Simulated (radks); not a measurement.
Results of a calculation; reference values are marked as such.
Coulomb parameter of the 4f shell of the promethium ion Pm2+ in the model configuration [Xe] 4f4 6s1, as a second difference U = [E(n + 0.25) + E(n - 0.25) - 2 E(n)] / (0.25)^2 with all orbitals relaxed. "Bare": the charge of the atom changes with n. "Screened": the 6s shell takes up the change at fixed total charge, which measures U(4f,4f) + U(6s,6s) - 2 U(4f,6s). Code: a radial shooting solver on a logarithmic mesh with Libxc functionals. Model: scalar-relativistic Kohn-Sham, r2SCAN, spin-unpolarised, spherical densities, finite nucleus; meta-GGA in the generalised Kohn-Sham scheme; Fermi nuclear charge, rms radius 4.962 fm.

[
 {"case": "start", "configuration": "[Xe] 4f4 6s1", "E - E(n) (eV)": "0.000"},
 {"case": "bare +0.25", "configuration": "[Xe] 4f4.25 6s1", "E - E(n) (eV)": "-5.265"},
 {"case": "bare -0.25", "configuration": "[Xe] 4f3.75 6s1", "E - E(n) (eV)": "6.323"},
 {"case": "screened +0.25", "configuration": "[Xe] 4f4.25 6s0.75", "E - E(n) (eV)": "-1.751"},
 {"case": "screened -0.25", "configuration": "[Xe] 4f3.75 6s1.25", "E - E(n) (eV)": "2.179"}
]

U(bare) = 16.926 eV, U(screened by 6s) = 6.841 eV, against the Slater integral F0(4f,4f) = 26.869 eV with frozen orbitals.
